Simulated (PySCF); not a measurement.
[Cr(NH3)6]2+ holds Cr(II), d4, at total charge +2. The structure is a PBE0-D3(BJ)/def2-SVP, IEF-PCM water geometry optimised for multiplicity 5; coordination octahedral, point group Ci, metal–donor distances 2.16–2.47 Å.

```
25

Cr    0.000    0.000    0.000
N    -0.013   -0.021    2.474
H     0.924   -0.019    2.879
H    -0.492    0.777    2.893
H    -0.474   -0.847    2.857
N     0.013    0.021   -2.474
H    -0.924    0.019   -2.879
H     0.474    0.847   -2.857
H     0.492   -0.777   -2.893
N     2.157   -0.022   -0.011
H     2.588    0.905   -0.010
H     2.546   -0.509    0.798
H     2.531   -0.500   -0.833
N    -2.157    0.022    0.011
H    -2.588   -0.905    0.010
H    -2.531    0.500    0.833
H    -2.546    0.509   -0.798
N    -0.021    2.156   -0.018
H    -0.004    2.552    0.924
H     0.773    2.569   -0.510
H    -0.854    2.542   -0.468
N     0.021   -2.156    0.018
H     0.004   -2.552   -0.924
H     0.854   -2.542    0.468
H    -0.773   -2.569    0.510
```

Method (PySCF 2.14, density fitting): CASSCF(4,5) with orbitals averaged over all microstates of the shell, strongly contracted NEVPT2 on the averaged canonical orbitals; basis x2c-TZVPall on the metal, x2c-SVPall elsewhere; spin-free X2C; IEF-PCM water; spin-orbit coupling by state interaction with the mean-field operator over all roots.

Task: What is the ground state?

Result: 5Ag (from 5Eg) (S = 2, orbital degeneracy 1), with 3.0 electrons in the lower (t2g-type) set and 1.0 in the upper (eg-type) set, by NEVPT2.

Task: Where do the spin-allowed transitions within the shell lie?

Result: By NEVPT2: 5Ag (from 5Eg) at 8060 cm⁻¹ (1241 nm); 5Ag (from 5T2g) at 16513 cm⁻¹ (606 nm); 5Ag (from 5T2g) at 17126 cm⁻¹ (584 nm); 5Ag (from 5T2g) at 17274 cm⁻¹ (579 nm). All are electric-dipole forbidden at this geometry.

Task: Which is the lowest state of another spin?

Result: 3Ag (from 3T1g) at 10382 cm⁻¹ by NEVPT2; CASSCF alone puts it at 13604 cm⁻¹ above the same ground state.

Task: Give the fitted ligand-field and repulsion parameters.

Result: At CASSCF level (the NEVPT2 levels don't fit a ligand-field model well): orbital energies 0, 146, 782, 8146, 15350 cm⁻¹; 10Dq = 11438 cm⁻¹ (difference of the means of the two sets); B = 969 cm⁻¹; C = 3624 cm⁻¹; B over its free-ion value at the same level 0.932; rms of the fit 203 cm⁻¹; ζ = 229 cm⁻¹ (free ion 239).

Task: What are the magnetic parameters?

Result: The ground multiplet follows a spin Hamiltonian with S = 2, g = 1.977, 1.996, 1.996, D = -2.00 cm⁻¹, E/|D| = 0.00 (spin-orbit part alone); the lowest levels hold 100 % of the spin-free ground state. μeff is 4.88 μB at 300 K and 4.82 μB at 10 K; the spin-only value is 4.90 μB.

NEVPT2 lifts 5Ag (from 5T2g) from 13848 to 16513 cm⁻¹; on the d shell alone it tends to overshoot states that fill the eg-type orbitals. Gaps between spin states lean to high spin in this active space.

The job took 29 s on one thread of Arm Neoverse V2 (shared host), with 222 basis functions and a peak of 1.1 GiB, launched as `OMP_NUM_THREADS=1 python lf_run.py task.json out`.
